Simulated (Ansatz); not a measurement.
B₂ClFH₄Si, SMILES `B[SiH](F)BCl`. Charge 0, multiplicity 1.

```xyz
9

B     0.5577    1.2209   -1.0318
Si   -0.5143   -0.3665   -0.4625
F    -2.0927   -0.2143   -0.7483
B    -0.1784   -0.7143    1.4966
Cl    1.4469   -1.1051    1.9790
H     0.0719    2.2222   -1.4651
H     1.7457    1.1733   -0.9059
H    -0.0398   -1.5607   -1.2244
H    -0.9971   -0.6554    2.3624
```

Q: What are the harmonic wavenumbers in cm⁻¹ at PBE0-D4/def2-TZVP (Ansatz, finite differences of forces, unscaled)? (Estimate.)

A: Computed: 67, 100, 131, 204, 243, 247, 525, 569, 608, 662, 770, 802, 854, 878, 914, 1046, 1154, 2181, 2592, 2646, 2684.

Q: Is this a minimum?

A: Yes, all 21 modes are real.

Q: Give the ideal-gas thermochemistry at 298.15 K and 1 bar (rigid rotor, harmonic oscillator; point group C1, symmetry number 1).

A: Zero-point energy 118.9 kJ/mol; H(298) − E = 141.4 kJ/mol; entropy 363.8 J/(mol·K), of which translation 167.3, rotation 116.2, vibration 80.3; G(298) − E = 33.0 kJ/mol. Modes under 100 cm⁻¹ are hindered rotations or soft bends, so the harmonic entropy is rough.

Q: Rotational constants (cm⁻¹)?

A: 0.1909, 0.05024, 0.04207.
